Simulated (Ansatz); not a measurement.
Ansatz (a program for electronic structure) input for B₃Cl₃H₃N₃, SMILES ClB1NB(Cl)NB(Cl)N1, B3LYP-D3(BJ)/def2-SVP. 

Ansatz 0.2 input:
```yaml
crystal:
  periodic: [false, false, false]
  atoms:
    - {symbol: Cl, position_ang: [3.15662470, 0.00000000, 0.00000000]}
    - {symbol: B, position_ang: [1.43406610, -0.00000000, 0.00000000]}
    - {symbol: N, position_ang: [0.70273083, -1.21716551, -0.00000001]}
    - {symbol: B, position_ang: [-0.71703305, -1.24193767, -0.00000000]}
    - {symbol: Cl, position_ang: [-1.57831236, -2.73371718, 0.00000000]}
    - {symbol: N, position_ang: [-1.40546166, 0.00000001, -0.00000000]}
    - {symbol: B, position_ang: [-0.71703305, 1.24193767, 0.00000001]}
    - {symbol: Cl, position_ang: [-1.57831235, 2.73371718, -0.00000000]}
    - {symbol: N, position_ang: [0.70273084, 1.21716550, 0.00000000]}
    - {symbol: H, position_ang: [1.20782894, -2.09202110, -0.00000000]}
    - {symbol: H, position_ang: [-2.41565788, 0.00000000, 0.00000000]}
    - {symbol: H, position_ang: [1.20782895, 2.09202109, -0.00000000]}
basis:
  gaussian:
    orbitals: def2-SVP
hamiltonian:
  xc: b3lyp
  dispersion: d3bj
relax: {f_tol: 0.002, max_steps: 200}
```

Log of the run:

```
WARN ansatz: RAYON_NUM_THREADS=2 ignored (pool sized by the plan → 2); use --threads N
Functional definition: B3LYP
integrals: 0.15 GiB planned
1662 factors; integrals over basis functions are off by at most 5.0e-4 eV
mean field: 1.20 GiB planned
mean field evaluation 1: about -44096.9399 eV, gradient 8.5e1 eV
mean field evaluation 2: about -44074.4460 eV, gradient 1.3e2 eV
mean field evaluation 4: about -44111.3124 eV, gradient 4.4e0 eV
mean field evaluation 8: about -44111.4566 eV, gradient 6.2e-2 eV
mean field evaluation 16: about -44111.4566 eV, gradient 1.5e-5 eV
mean field -44111.45662066 eV, -1621.0661309902 hartree, gradient 1.5e-5 eV, S^2 0.000000; 0 other end points of the search recorded, 0 dependent functions left out
the calculation of the forces begins
reference -44111.45689165 eV, -1621.0661409487 hartree; 45, 45 occupied and 108, 108 virtual orbitals, 1662 factors
relax step   1: F+E_penalty+E_count = -44112.20509306 eV  Δ(F+E_penalty+E_count) = +0.000e0 eV  max|allowed force component| = 1.539e0 eV/Å  Δτ_max = 0.0000 Å  (29 SCF iters, accepted)
these checks for a lower state are left out or cut short: starts, cluster_reference, orbital_swaps, neighbouring_geometries, increment
integrals: 0.15 GiB planned
1662 factors; integrals over basis functions are off by at most 5.1e-4 eV
mean field: 1.20 GiB planned
mean field -44111.56180647 eV, -1621.0699964974 hartree, gradient 1.1e-5 eV, S^2 0.000000; 0 other end points of the search recorded, 0 dependent functions left out
the calculation of the forces begins
reference -44111.56207915 eV, -1621.0700065180 hartree; 45, 45 occupied and 108, 108 virtual orbitals, 1662 factors
relax step   2: F+E_penalty+E_count = -44112.30294895 eV  Δ(F+E_penalty+E_count) = -9.786e-2 eV  max|allowed force component| = 7.816e-1 eV/Å  Δτ_max = 0.0318 Å  (31 SCF iters, accepted)
these checks for a lower state are left out or cut short: starts, cluster_reference, orbital_swaps, neighbouring_geometries, increment
integrals: 0.15 GiB planned
1662 factors; integrals over basis functions are off by at most 5.2e-4 eV
mean field: 1.20 GiB planned
mean field evaluation 32: about -44111.6055 eV, gradient 1.1e-5 eV
mean field -44111.60545096 eV, -1621.0716004027 hartree, gradient 1.1e-5 eV, S^2 0.000000; 0 other end points of the search recorded, 0 dependent functions left out
the calculation of the forces begins
reference -44111.60572492 eV, -1621.0716104707 hartree; 45, 45 occupied and 108, 108 virtual orbitals, 1662 factors
relax step   3: F+E_penalty+E_count = -44112.34086055 eV  Δ(F+E_penalty+E_count) = -3.791e-2 eV  max|allowed force component| = 2.104e-1 eV/Å  Δτ_max = 0.0281 Å  (31 SCF iters, accepted)
these checks for a lower state are left out or cut short: starts, cluster_reference, orbital_swaps, neighbouring_geometries, increment
integrals: 0.15 GiB planned
1662 factors; integrals over basis functions are off by at most 5.2e-4 eV
mean field: 1.20 GiB planned
mean field -44111.60683960 eV, -1621.0716514341 hartree, gradient 2.2e-5 eV, S^2 0.000000; 0 other end points of the search recorded, 0 dependent functions left out
the calculation of the forces begins
reference -44111.60711353 eV, -1621.0716615009 hartree; 45, 45 occupied and 108, 108 virtual orbitals, 1662 factors
relax step   4: F+E_penalty+E_count = -44112.34211037 eV  Δ(F+E_penalty+E_count) = -1.250e-3 eV  max|allowed force component| = 5.162e-2 eV/Å  Δτ_max = 0.0025 Å  (25 SCF iters, accepted)
these checks for a lower state are left out or cut short: starts, cluster_reference, orbital_swaps, neighbouring_geometries, increment
integrals: 0.15 GiB planned
1662 factors; integrals over basis functions are off by at most 5.2e-4 eV
mean field: 1.20 GiB planned
mean field -44111.60666774 eV, -1621.0716451187 hartree, gradient 1.5e-5 eV, S^2 0.000000; 0 other end points of the search recorded, 0 dependent functions left out
the calculation of the forces begins
reference -44111.60694155 eV, -1621.0716551809 hartree; 45, 45 occupied and 108, 108 virtual orbitals, 1662 factors
relax step   5: F+E_penalty+E_count = -44112.34222624 eV  Δ(F+E_penalty+E_count) = -1.159e-4 eV  max|allowed force component| = 3.047e-3 eV/Å  Δτ_max = 0.0014 Å  (24 SCF iters, accepted)
these checks for a lower state are left out or cut short: starts, cluster_reference, orbital_swaps, neighbouring_geometries, increment
integrals: 0.15 GiB planned
1662 factors; integrals over basis functions are off by at most 5.2e-4 eV
mean field: 1.20 GiB planned
mean field -44111.60665216 eV, -1621.0716445460 hartree, gradient 2.1e-5 eV, S^2 0.000000; 0 other end points of the search recorded, 0 dependent functions left out
the calculation of the forces begins
reference -44111.60692597 eV, -1621.0716546082 hartree; 45, 45 occupied and 108, 108 virtual orbitals, 1662 factors
relax step   6: F+E_penalty+E_count = -44112.34222703 eV  Δ(F+E_penalty+E_count) = -7.852e-7 eV  max|allowed force component| = 1.058e-3 eV/Å  Δτ_max = 0.0002 Å  (19 SCF iters, accepted)
integrals: 0.15 GiB planned
1662 factors; integrals over basis functions are off by at most 5.2e-4 eV
mean field: 1.20 GiB planned
mean field evaluation 64: about -44111.6067 eV, gradient 2.6e-2 eV
mean field -44111.60665216 eV, -1621.0716445460 hartree, gradient 2.1e-5 eV, S^2 0.000000; 1 other end points of the search recorded, 0 dependent functions left out
the calculation of the forces begins
reference -44111.60692597 eV, -1621.0716546082 hartree; 45, 45 occupied and 108, 108 virtual orbitals, 1662 factors
Total energy: -44112.34250084 eV, -1621.0986864860 hartree
Atom 0 at     3.217220    -0.000000     0.000000 Å, force    -0.000042     0.000000     0.000000 eV/Å
Atom 1 at     1.434736     0.000000    -0.000000 Å, force    -0.000156     0.000000     0.000000 eV/Å
Atom 2 at     0.707303    -1.225088    -0.000000 Å, force    -0.000533     0.000908     0.000000 eV/Å
Atom 3 at    -0.717370    -1.242518    -0.000000 Å, force     0.000063     0.000150    -0.000000 eV/Å
Atom 4 at    -1.608605    -2.786199     0.000000 Å, force     0.000028     0.000033     0.000000 eV/Å
Atom 5 at    -1.414610     0.000000    -0.000000 Å, force     0.001058     0.000000     0.000000 eV/Å
Atom 6 at    -0.717370     1.242518     0.000000 Å, force     0.000063    -0.000150     0.000000 eV/Å
Atom 7 at    -1.608605     2.786199     0.000000 Å, force     0.000028    -0.000033    -0.000000 eV/Å
Atom 8 at     0.707303     1.225088    -0.000000 Å, force    -0.000533    -0.000908    -0.000000 eV/Å
Atom 9 at     1.214085    -2.102856     0.000000 Å, force     0.000454    -0.000780     0.000000 eV/Å
Atom 10 at    -2.428171     0.000000    -0.000000 Å, force    -0.000883    -0.000000    -0.000000 eV/Å
Atom 11 at     1.214085     2.102856    -0.000000 Å, force     0.000454     0.000780    -0.000000 eV/Å
Dipole moment:    -0.000004     0.000000     0.000000 e Å
```

The run converged.

Cost: very roughly 100 core-seconds.
